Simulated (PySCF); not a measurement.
NICS in rings of unrelated molecules.

Probes without a nucleus sit at each ring's centroid and 1 Å off its mean plane on both sides; NICS is minus the shielding there, NICSzz its component along the normal. Level: GIAO PBE0/pcSseg-1 (PySCF, non-relativistic, gas phase) on the GFN2-xTB geometries, one conformer each. Atom numbers follow the mapped SMILES.

Task: Order these rings by mean NICS(1)zz, lowest (most negative) first (ppm).
A. ring C4–C5–S6 in `[CH2:1]1[CH2:2][CH:3]1[C@@H:4]1[CH2:5][S:6]1`
B. ring C3–C4–C5–C6–C7–C8 in `[H]/[N:1]=[CH:2]\[c:3]1[cH:4][cH:5][cH:6][cH:7][c:8]1[F:9]`
C. ring C3–C4–C5–O6–N7 in `[CH3:1][S:2][c:3]1[cH:4][cH:5][o:6][n:7]1`
D. ring C2–C3–C4–C5–C6 in `[S:1]=[C:2]1[CH2:3][CH2:4][CH2:5][CH2:6]1`
E. ring C2–S3–C4–C5–C6 in `[O-:1][c:2]1[s:3][cH:4][cH:5][c:6]1[SH:7]` (charge -1)

Result: B (-26.6), C (-25.4), A (-22.4), E (-15.3), D (-2.9).

```json
{"SMILES": "[H]/N=C\\c1ccccc1F", "ring": "6-membered carbocycle; formal bonds all aromatic", "NICS(0)": "-9.7", "NICS(1)": "-11.1", "NICS(1)zz": "-26.6", "HOMA": "0.99", "rms pucker (Å)": "0.00", "ring atoms with four or more neighbours": "0"}
{"SMILES": "CSc1ccon1", "ring": "5-membered ring with N and O; formal bonds all aromatic", "NICS(0)": "-11.1", "NICS(1)": "-10.5", "NICS(1)zz": "-25.4", "HOMA": "0.58", "rms pucker (Å)": "0.00", "ring atoms with four or more neighbours": "0"}
{"SMILES": "C1CC1[C@@H]1CS1", "ring": "3-membered ring with S; formal bonds all single", "NICS(0)": "-47.8", "NICS(1)": "-8.4", "NICS(1)zz": "-22.4", "HOMA": "–", "rms pucker (Å)": "0.00", "ring atoms with four or more neighbours": "2"}
{"SMILES": "[O-]c1sccc1S", "ring": "5-membered ring with S; formal bonds all aromatic", "NICS(0)": "-10.8", "NICS(1)": "-7.6", "NICS(1)zz": "-15.3", "HOMA": "0.40", "rms pucker (Å)": "0.00", "ring atoms with four or more neighbours": "0"}
{"SMILES": "S=C1CCCC1", "ring": "5-membered carbocycle; formal bonds all single", "NICS(0)": "2.3", "NICS(1)": "-2.5", "NICS(1)zz": "-2.9", "HOMA": "–", "rms pucker (Å)": "0.16", "ring atoms with four or more neighbours": "4"}
```

NICS(0) gives another order. The isotropic NICS(1) gives the same order. HOMA uses Krygowski's 1993 parameters; it is left out where a ring has a four-coordinate atom, a triple bond, no multiple bond or a kind of bond without parameters. NICS(1) and NICS(1)zz are means over the two faces.
